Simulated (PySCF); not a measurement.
Xe: excitation energy

Xe [Xe] (1S) → Xe [Kr] 4d10 5s1 5p6 6p1 (3P), as a difference of total energies. All numbers are calculated (PySCF 2.14, scalar relativity through the core potential, in aug-cc-pwCVDZ-PP with ECP28MDF). Correlated levels: valence and next inner shell: nothing frozen outside the core potential. The calculations carry no spin-orbit coupling.

```tsv
method	excitation energy (eV)
UHF	24.670
MP2 (valence and next inner shell)	22.733
SCS-MP2 (valence and next inner shell)	22.500
CCSD (valence and next inner shell)	21.835
CCSD(T) (valence and next inner shell)	21.151
```

Task: How much does correlation contribute at CCSD(T) (valence and next inner shell)?

Result: 21.151 − (24.670) = -3.519 eV, measured against UHF.

The upper state lies above the first ionisation limit, where it may autoionise and the basis confines it. A Rydberg-like electron needs more diffuse functions than a valence basis has.

The promoted electron is Rydberg-like, and one or two diffuse shells describe it only roughly, which tends to raise the upper state.

The coupled-cluster amplitudes are large for the upper state (T1 above 0.03 or a double amplitude above 0.15), so a single reference is strained.
